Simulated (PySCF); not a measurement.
PySCF input (HF/def2-TZVPD):

```python
from pyscf import gto, scf, dft

mol = gto.M(
    atom='''
    B    -0.10752299    0.04351624    0.01890653
    C     1.45352629   -0.08995564   -0.23238251
    O    -0.58337573    1.28691307    0.15150506
    O    -0.89316527   -1.07854236    0.09000403
    H     1.87476808   -0.69853789    0.57162753
    H     1.97953232    0.86141907   -0.27066588
    H     1.60002489   -0.61705626   -1.17840166
    H    -1.82554006   -0.89063801    0.24512966
    ''',
    basis='def2-tzvpd',
    charge=0,
    spin=1,
    verbose=4,
)

mf = scf.UHF(mol).density_fit(auxbasis='def2-universal-jkfit')
mf.conv_tol = 1e-9
mf.max_cycle = 100
mf.max_memory = 1500
mf.kernel()
if not mf.converged:
    mf = mf.newton()
    mf.kernel(mf.make_rdm1())
for _ in range(2):
    mo, _, stable, _ = mf.stability(return_status=True)
    if stable:
        break
    mf.kernel(mf.make_rdm1(mo, mf.mo_occ))
mf.analyze()
```

Output:

```
PySCF version 2.14.0

[INPUT] verbose = 4
[INPUT] num. atoms = 8
[INPUT] num. electrons = 31
[INPUT] charge = 0
[INPUT] spin (= nelec alpha-beta = 2S) = 1
[INPUT] symmetry False subgroup None
[INPUT] Mole.unit = angstrom
[INPUT] Symbol           X                Y                Z      unit          X                Y                Z       unit  Magmom
[INPUT]  1 B     -0.107522990000   0.043516240000   0.018906530000 AA   -0.203189003194   0.082233775571   0.035728163666 Bohr   0.0
[INPUT]  2 C      1.453526290000  -0.089955640000  -0.232382510000 AA    2.746766602955  -0.169991522960  -0.439139300039 Bohr   0.0
[INPUT]  3 O     -0.583375730000   1.286913070000   0.151505060000 AA   -1.102420357418   2.431913248423   0.286303069886 Bohr   0.0
[INPUT]  4 O     -0.893165270000  -1.078542360000   0.090004030000 AA   -1.687837744273  -2.038149674142   0.170082966807 Bohr   0.0
[INPUT]  5 H      1.874768080000  -0.698537890000   0.571627530000 AA    3.542798218277  -1.320045299732   1.080219476962 Bohr   0.0
[INPUT]  6 H      1.979532320000   0.861419070000  -0.270665880000 AA    3.740773939525   1.627846120778  -0.511484384464 Bohr   0.0
[INPUT]  7 H      1.600024890000  -0.617056260000  -1.178401660000 AA    3.023608834587  -1.166067334848  -2.226856402133 Bohr   0.0
[INPUT]  8 H     -1.825540060000  -0.890638010000   0.245129660000 AA   -3.449770742822  -1.683061915028   0.463227922408 Bohr   0.0

nuclear repulsion = 105.998095184229
number of shells = 74
number of NR pGTOs = 258
number of NR cGTOs = 190
basis = def2-tzvpd
ecp = {}

******** <class 'pyscf.df.df_jk.DFUHF'> ********
method = DFUHF
initial guess = minao
damping factor = 0
level_shift factor = 0
DIIS = <class 'pyscf.scf.diis.CDIIS'>
diis_start_cycle = 1
diis_space = 8
diis_damp = 0
SCF conv_tol = 1e-09
SCF conv_tol_grad = None
SCF max_cycles = 100
direct_scf = False
number electrons alpha = 16  beta = 15
Set gradient conv threshold to 3.16228e-05
******** <class 'pyscf.df.df.DF'> ********
auxbasis = def2-universal-jkfit
init E= -215.040061367617
  alpha nocc = 16  HOMO = -0.348043474131654  LUMO = 0.0277595742372974
  beta  nocc = 15  HOMO = -0.456561716555414  LUMO = -0.348043474131657

WARN: HOMO -0.348043474131654 >= LUMO -0.348043474131657

cycle= 1 E= -214.510023403424  delta_E= 0.53  |g|= 0.577  |ddm|=  1.4
  alpha nocc = 16  HOMO = -0.314159296714436  LUMO = 0.0366091498886441
  beta  nocc = 15  HOMO = -0.321828724895013  LUMO = -0.0517348946775975
  HOMO = -0.314159296714  LUMO = -0.0517348946776  gap/eV = 7.14093
cycle= 2 E= -214.60668150913  delta_E= -0.0967  |g|= 0.552  |ddm|= 0.752
  alpha nocc = 16  HOMO = -0.480847238323445  LUMO = 0.0461189859818738
  beta  nocc = 15  HOMO = -0.438733685835523  LUMO = -0.0697959452208465
  HOMO = -0.438733685836  LUMO = -0.0697959452208  gap/eV = 10.03931
cycle= 3 E= -214.721738828154  delta_E= -0.115  |g|= 0.112  |ddm|= 0.313
  alpha nocc = 16  HOMO = -0.502658910015021  LUMO = 0.0473398777006544
  beta  nocc = 15  HOMO = -0.456696650232352  LUMO = -0.00162204968740909
[...]
  beta  nocc = 15  HOMO = -0.491275143383775  LUMO = 0.0389736045837273
  HOMO = -0.487921613866  LUMO = 0.0389736045837  gap/eV = 14.33755
Extra cycle  E= -214.771610960998  delta_E= -3.71e-11  |g|= 3.42e-06  |ddm|= 8.45e-06
converged SCF energy = -214.771610960998  <S^2> = 0.75931742  2S+1 = 2.0092958
uhf_internal: lowest eigs of H = [0.06438846 0.21089341 0.55991   ]
<class 'pyscf.df.df_jk.DFUHF'> wavefunction is stable in the internal stability analysis
**** SCF Summaries ****
Total Energy =                        -214.771610960998032
Nuclear Repulsion Energy =             105.998095184228632
One-electron Energy =                 -503.989480693503083
Two-electron Energy =                  183.219774548276405
Two-electron Coulomb Energy =          210.317677442725056
DFT Exchange-Correlation Energy =      -27.097902894448652
HOMO-LUMO gap [eV] =                    14.337549181315088
**** MO energy ****
                             alpha | beta                alpha | beta
MO #1   energy= -20.6358985580074  | -20.596074698805   occ= 1 | 1
MO #2   energy= -20.5823132984891  | -20.5807287823243  occ= 1 | 1
MO #3   energy= -11.20403811498    | -11.2020317135734  occ= 1 | 1
MO #4   energy= -7.6427209991795   | -7.64519484482278  occ= 1 | 1
MO #5   energy= -1.41934857735237  | -1.37596847149653  occ= 1 | 1
MO #6   energy= -1.36724345918954  | -1.25363027795976  occ= 1 | 1
MO #7   energy= -0.957041262772581 | -0.948394515618336 occ= 1 | 1
MO #8   energy= -0.758388914095359 | -0.753274625531279 occ= 1 | 1
MO #9   energy= -0.702951231528086 | -0.661462905274877 occ= 1 | 1
MO #10  energy= -0.696427425816617 | -0.596425014702113 occ= 1 | 1
MO #11  energy= -0.615754287273134 | -0.581702158209449 occ= 1 | 1
MO #12  energy= -0.571768867425323 | -0.548809034670279 occ= 1 | 1
MO #13  energy= -0.549893134326876 | -0.537763069438059 occ= 1 | 1
MO #14  energy= -0.549866941796597 | -0.507869760306098 occ= 1 | 1
MO #15  energy= -0.527765341121356 | -0.491275143383775 occ= 1 | 1
MO #16  energy= -0.487921613865534 | 0.0389736045837273 occ= 1 | 0
MO #17  energy= 0.0440958488125993 | 0.0572505841945068 occ= 0 | 0
MO #18  energy= 0.0799810818539144 | 0.089847536212974  occ= 0 | 0
MO #19  energy= 0.0907972852215777 | 0.0980237559658969 occ= 0 | 0
MO #20  energy= 0.105328542446919  | 0.105725798063737  occ= 0 | 0
MO #21  energy= 0.112873473683623  | 0.113596281866378  occ= 0 | 0
MO #22  energy= 0.125010627435175  | 0.127857729976001  occ= 0 | 0
MO #23  energy= 0.136969050355181  | 0.14011495073059   occ= 0 | 0
MO #24  energy= 0.139279308377576  | 0.141839011882601  occ= 0 | 0
MO #25  energy= 0.161174043336764  | 0.161597148619691  occ= 0 | 0
MO #26  energy= 0.184200040398008  | 0.184964497937466  occ= 0 | 0
MO #27  energy= 0.184231180987069  | 0.186505120136563  occ= 0 | 0
MO #28  energy= 0.188462804153198  | 0.189074316105341  occ= 0 | 0
MO #29  energy= 0.191798615726563  | 0.198571979540004  occ= 0 | 0
MO #30  energy= 0.212682216043821  | 0.212772955857603  occ= 0 | 0
MO #31  energy= 0.225390346924739  | 0.227232843789478  occ= 0 | 0
MO #32  energy= 0.250241695661972  | 0.253408014951681  occ= 0 | 0
MO #33  energy= 0.254889335647912  | 0.255922541499801  occ= 0 | 0
MO #34  energy= 0.256170021621361  | 0.257377268824706  occ= 0 | 0
MO #35  energy= 0.294087607154602  | 0.29562131094385   occ= 0 | 0
MO #36  energy= 0.313505288704482  | 0.312562864071136  occ= 0 | 0
MO #37  energy= 0.318799643657751  | 0.322385752885991  occ= 0 | 0
MO #38  energy= 0.334997363676511  | 0.335489289134066  occ= 0 | 0
MO #39  energy= 0.341524403179892  | 0.34178655631432   occ= 0 | 0
MO #40  energy= 0.341587050202309  | 0.346561971694667  occ= 0 | 0
MO #41  energy= 0.356222530345882  | 0.362752701295116  occ= 0 | 0
MO #42  energy= 0.362807043345584  | 0.362796595090083  occ= 0 | 0
MO #43  energy= 0.36583405551201   | 0.366909734025567  occ= 0 | 0
MO #44  energy= 0.375462982314712  | 0.378293091150906  occ= 0 | 0
MO #45  energy= 0.392279173196269  | 0.392559605655858  occ= 0 | 0
MO #46  energy= 0.396068706508554  | 0.40098355294484   occ= 0 | 0
MO #47  energy= 0.413108295659053  | 0.419646069826927  occ= 0 | 0
MO #48  energy= 0.424032924214007  | 0.424319645788216  occ= 0 | 0
MO #49  energy= 0.433459138424863  | 0.433558470645367  occ= 0 | 0
MO #50  energy= 0.438605119954477  | 0.439883593931195  occ= 0 | 0
MO #51  energy= 0.450780532635697  | 0.452231221646381  occ= 0 | 0
MO #52  energy= 0.468283069389989  | 0.468710246619     occ= 0 | 0
MO #53  energy= 0.481520142321751  | 0.482937198027296  occ= 0 | 0
MO #54  energy= 0.492055894102956  | 0.492458970308013  occ= 0 | 0
MO #55  energy= 0.495561291534726  | 0.505279435104528  occ= 0 | 0
MO #56  energy= 0.519004273223316  | 0.522253370906836  occ= 0 | 0
MO #57  energy= 0.522623951539358  | 0.522726812080878  occ= 0 | 0
MO #58  energy= 0.550908963551851  | 0.556234165937607  occ= 0 | 0
MO #59  energy= 0.588278209257475  | 0.588691015041604  occ= 0 | 0
MO #60  energy= 0.597287527759734  | 0.607001593411917  occ= 0 | 0
MO #61  energy= 0.613620035119406  | 0.620065496373544  occ= 0 | 0
MO #62  energy= 0.622368876775142  | 0.627381065351616  occ= 0 | 0
MO #63  energy= 0.627822354942794  | 0.632020022077365  occ= 0 | 0
MO #64  energy= 0.643167196333229  | 0.645426196466779  occ= 0 | 0
MO #65  energy= 0.648837483658741  | 0.65384522793537   occ= 0 | 0
MO #66  energy= 0.664625358231762  | 0.674399579101732  occ= 0 | 0
MO #67  energy= 0.676141137410569  | 0.686928479149774  occ= 0 | 0
MO #68  energy= 0.691037596725445  | 0.692505759635779  occ= 0 | 0
MO #69  energy= 0.71327851592819   | 0.723127998851732  occ= 0 | 0
MO #70  energy= 0.726442970086852  | 0.743197038007936  occ= 0 | 0
MO #71  energy= 0.755152225695706  | 0.755074234439595  occ= 0 | 0
MO #72  energy= 0.789852027745294  | 0.799116019903117  occ= 0 | 0
MO #73  energy= 0.833155752874131  | 0.834330692598982  occ= 0 | 0
MO #74  energy= 0.838672811461027  | 0.841475298839046  occ= 0 | 0
MO #75  energy= 0.852795013686391  | 0.857943423365241  occ= 0 | 0
MO #76  energy= 0.893175759267583  | 0.897358433031798  occ= 0 | 0
MO #77  energy= 0.910288992839521  | 0.915482570544531  occ= 0 | 0
MO #78  energy= 0.920458607407551  | 0.922713540457449  occ= 0 | 0
MO #79  energy= 0.931868280263693  | 0.936294899663451  occ= 0 | 0
MO #80  energy= 0.954499634404211  | 0.956845898264762  occ= 0 | 0
MO #81  energy= 0.971237788507403  | 0.979524665826258  occ= 0 | 0
MO #82  energy= 0.988640714197296  | 0.989226405654878  occ= 0 | 0
MO #83  energy= 1.00422536284888   | 1.00542628769689   occ= 0 | 0
MO #84  energy= 1.04172977181193   | 1.05560018568562   occ= 0 | 0
MO #85  energy= 1.07171577858344   | 1.07725365713683   occ= 0 | 0
MO #86  energy= 1.07671012778027   | 1.09587943303686   occ= 0 | 0
MO #87  energy= 1.15270981520539   | 1.17112889164495   occ= 0 | 0
MO #88  energy= 1.18973579255072   | 1.19645681545518   occ= 0 | 0
MO #89  energy= 1.23590810471917   | 1.23665167681944   occ= 0 | 0
MO #90  energy= 1.25023341114075   | 1.25442628266969   occ= 0 | 0
MO #91  energy= 1.26404496816704   | 1.27394388251331   occ= 0 | 0
MO #92  energy= 1.31265084089702   | 1.3236535255739    occ= 0 | 0
MO #93  energy= 1.34777857700908   | 1.34922430683675   occ= 0 | 0
MO #94  energy= 1.36378838957135   | 1.36813372269642   occ= 0 | 0
MO #95  energy= 1.46358477301284   | 1.47720434377355   occ= 0 | 0
MO #96  energy= 1.48413587058127   | 1.48230728903748   occ= 0 | 0
MO #97  energy= 1.51305632839482   | 1.52026632627859   occ= 0 | 0
MO #98  energy= 1.5719790430111    | 1.5755672499394    occ= 0 | 0
MO #99  energy= 1.60128567374658   | 1.60688126215381   occ= 0 | 0
MO #100 energy= 1.66887611592676   | 1.67087287206299   occ= 0 | 0
MO #101 energy= 1.84657836785892   | 1.85475756154547   occ= 0 | 0
MO #102 energy= 1.86942692709909   | 1.87733777014155   occ= 0 | 0
MO #103 energy= 1.88236768797153   | 1.8873472308693    occ= 0 | 0
MO #104 energy= 1.9530857347446    | 1.97795146089356   occ= 0 | 0
[...]
```

It need not be the lowest isomer of its formula.
